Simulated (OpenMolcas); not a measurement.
## Computed levels of Mg

```yaml
Program: OpenMolcas 26.06
Method: "SS-CASPT2, IPEA 0.25 Eh, imaginary shift 0.1 Eh (closed shells correlated: 2s 2p)"
Basis: ANO-RCC-VTZP [5s4p2d1f]
Scalar_Hamiltonian: DKH2, point nucleus
Active_space: 2 electrons in 4 orbitals (3s 3p)
State_averaging: 2S+1 = 3 even, 3 roots; 2S+1 = 1 even, 1 root kept (CI in the orbitals of an earlier block); 2S+1 = 3 odd, 3 roots; 2S+1 = 1 odd, 3 roots kept (CI in the orbitals of an earlier block)
Spin-orbit_coupling: state interaction with AMFI integrals over the reference wave functions, term energies averaged over their components
```

With spin-orbit coupling, above the lowest level:

```tsv
Configuration	Term	J	E (cm⁻¹)	Measured (cm⁻¹)	g	Term weight %
3s²	¹S	0	0.0	0.0		100
3s 3p	³P°	0	21486	21850		100
3s 3p	³P°	1	21502	21870	1.501	100
3s 3p	³P°	2	21533	21911	1.501	100
3s 3p	¹P°	1	38856	35051	1.000	100
```

Against the 4 measured excited levels shown (NIST Handbook of Basic Atomic Spectroscopic Data) the mean absolute deviation is 1200 cm-1; the largest miss in energy is 3s 3p ¹P°₁: computed 38856, measured 35051 cm⁻¹ (+10.9 %).

Terms from blocks run as CI alone lack orbitals of their own. Measured partners are found by configuration, term and J. A level has none where our copy of the source lacks it or the pairing is in doubt (some pairs that miss far off the trend of their configuration count as doubtful), and it then counts in no deviation. Only configurations of the active space appear. The first state left out of the spin-orbit step lies near 62000 cm-1 above the lowest spin-free state of the reference (among the parities and spins computed), and the list stops at four fifths of that energy or lower.

The term weight is that of the spin-free term in the level, not the purity of its configuration. ° marks odd parity.
